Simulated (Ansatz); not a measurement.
`C=NB(O)F` + `C#C` → `C#CB(O)F` + `C=N`  (formal exchange of groups at a B–N bond)

Isolated molecules relaxed with PBE0-D4/def2-TZVP in Ansatz; ΔE leaves out vibrations. CCSD(T)/CBS adds triple-zeta CCSD(T) − MP2 to the extrapolated MP2 energy (def2 sets, frozen cores). This one scheme is used for every species. DFT in def2-TZVPP. Each species was taken in one conformer, which may not be the lowest.

```tsv
level	ΔE (kJ/mol)	difference from CCSD(T)/CBS
LDA (SPW92)	19.7	6.1
revPBE-D4	12.1	-1.5
r2SCAN-D4	14.6	1.0
r2SCANh-D4	15.4	1.8
r2SCAN0-D4	16.6	3.0
BHLYP-D4	19.1	5.5
ωB97M-V	16.2	2.6
PBE-QIDH	14.4	0.8
BLYP	13.6	0.0
r2SCANh	15.2	1.6
CAM-B3LYP	19.0	5.4
LC-ωPBE	17.8	4.2
RPA@PBE/def2-TZVPP	8.7	-4.9
CCSD/def2-SVP	17.3	3.7
CCSD(T)/def2-SVP	15.9	2.3
MP2/def2-QZVPP	13.6	0.0
CCSD(T)/CBS	13.6	0
```

(1) What do rigid-rotor, harmonic-oscillator terms from PBE0-D4/def2-TZVP frequencies (298.15 K, 1 bar) make of the CCSD(T)/CBS value? (An estimate is asked.)

Largest T1 diagnostic among the species: 0.014.

## Answers

(1) Computed: ΔZPE = +3.4 kJ/mol, ΔH = +16.6 kJ/mol, ΔS = 20 J/(mol·K), ΔG = +10.6 kJ/mol.

From BLYP to BHLYP (50 % exact exchange), in def2-TZVPP and without D4, ΔE moves by +4.8 kJ/mol. In def2-TZVPP, CCSD(T) changes the Hartree–Fock value by −6.7 kJ/mol (the triples alone add −1.4 kJ/mol) and MP2 by −6.1 kJ/mol. Leaving LDA and LC-ωPBE aside and taking each functional with its dispersion term where it has one, the values, not all of them listed here, spread over 9.4 kJ/mol, from B97M-V to CAM-B3LYP-D4. LDA lies +8.0 kJ/mol from PBE without D4.
